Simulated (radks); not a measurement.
All-electron atom: the rhodium ion Rh8+ in [Kr] 4d1.

All-electron calculation, Dirac Kohn-Sham, exchange-only PBE, spin-unpolarised, spherical densities, finite nucleus; open shells fill j = l - 1/2 first; Fermi nuclear charge, rms radius 4.4945 fm. Program: a radial shooting solver on a logarithmic mesh with Libxc functionals.

Energy parts (Ry):
| part | energy |
|---|---|
| total | -9532.10489 |
| kinetic | 9943.64431 |
| electron-nucleus | -22703.88776 |
| Hartree | 3492.35863 |
| exchange | -264.22007 |

Orbitals (lengths in bohr, moments of r in powers of bohr; r(max) is where P^2 peaks):
orbital,occ.,eigenvalue (Ry),<r^4>,<r>,r(max),small-component weight
1s1/2,2,-1702.662,5.367e-06,0.03263,0.02117,2.71e-02
2s1/2,2,-255.6481,0.0009671,0.1415,0.1199,5.62e-03
2p1/2,2,-237.4737,0.0006346,0.1203,0.09294,5.63e-03
2p3/2,4,-226.8438,0.0007227,0.1252,0.09702,5.43e-03
3s1/2,2,-53.93284,0.04658,0.3898,0.3513,1.56e-03
3p1/2,2,-46.82717,0.04676,0.3823,0.3378,1.50e-03
3p3/2,4,-44.98950,0.05191,0.3929,0.3475,1.45e-03
3d3/2,4,-32.43088,0.04872,0.3668,0.2890,1.33e-03
3d5/2,6,-32.06695,0.05036,0.3702,0.2917,1.32e-03
4s1/2,2,-15.43955,1.388,0.9327,0.8633,4.24e-04
4p1/2,2,-13.14258,1.762,0.9816,0.8980,3.82e-04
4p3/2,4,-12.79892,1.920,1.004,0.9190,3.70e-04
4d3/2,1,-9.11672,3.425,1.137,1.010,2.85e-04
4d5/2,0,-9.06276,3.505,1.144,1.017,2.83e-04

The highest occupied level is 4d3/2 at -124.04 eV. For comparison, the ionisation energy in NIST's Atomic Spectra Database is 135 eV (theoretical). In exact Kohn-Sham theory the highest level is minus the ionisation energy, but local and semilocal functionals leave it too shallow, through self-interaction and a potential that decays too fast; potentials with the right tail come closer. Summed over all electrons, <r^2> = 13.38 bohr^2, which gives a Langevin (diamagnetic) susceptibility term of -10.6 x 10^-6 cm^3/mol.

Beside tabulated values, note that spin-unpolarised runs miss the spin-polarisation part of the exchange energy of open shells.
